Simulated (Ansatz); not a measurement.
Cartesian coordinates in Å:
```
C 0.8561 0.1451 -0.0275
In -0.8730 -1.0805 0.5974
I -3.2969 -0.0948 -0.1777
H 0.7085 1.1333 0.4092
H 1.7861 -0.3034 0.3144
H 0.8193 0.2002 -1.1159
```

Charge 0, multiplicity 2. In, I takes the def2 core potential.

**Question.** List the ωB97M-V/def2-TZVPP orbital energies in eV (Ansatz 0.2.0). (Best estimate.)

**Answer.** Ansatz gave: α occupied: -281.72, -190.02, -135.75, -135.60, -135.59, -131.53, -87.92, -87.77, -87.66, -54.65, -54.60, -54.59, -54.47, -54.47, -24.44, -24.36, -24.29, -24.21, -24.14, -22.05, -21.20, -14.20, -14.16, -13.48, -10.36, -9.46, -9.44, -7.76. α empty: -0.29, 1.13, 1.31, 2.54, 2.89, 3.15, 4.47, 4.57. β occupied: -281.59, -190.00, -135.71, -135.60, -135.58, -131.49, -87.89, -87.73, -87.63, -54.62, -54.58, -54.56, -54.46, -54.46, -24.33, -24.25, -24.22, -24.14, -24.05, -21.82, -21.05, -14.07, -14.03, -12.73, -9.63, -9.41, -9.31. β empty: -1.71, -0.19, 1.17, 1.38, 2.58, 3.08, 3.23, 4.59. ⟨S²⟩ = 0.758.
